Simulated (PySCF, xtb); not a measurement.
CH₆AlClO₂Si, SMILES [OH][Al]([OH])[CH2][SiH2]Cl.

GFN2-xTB (xtb) at its own geometry gives an orbital gap of 4.35 eV and a dipole moment of 3.15 D.

Geometry optimised at PBE-D3(BJ)/def2-SVP. The structure was generated by enumeration; whether it is a known compound was not checked. Other conformers were not sampled.

Question: What does PBE/def2-TZVP run with PySCF give? (Estimate from the structure and the level; the computed values follow.)

Answer: gap 5.76 eV (levels -7.15 and -1.39 eV), dipole 3.83 D.
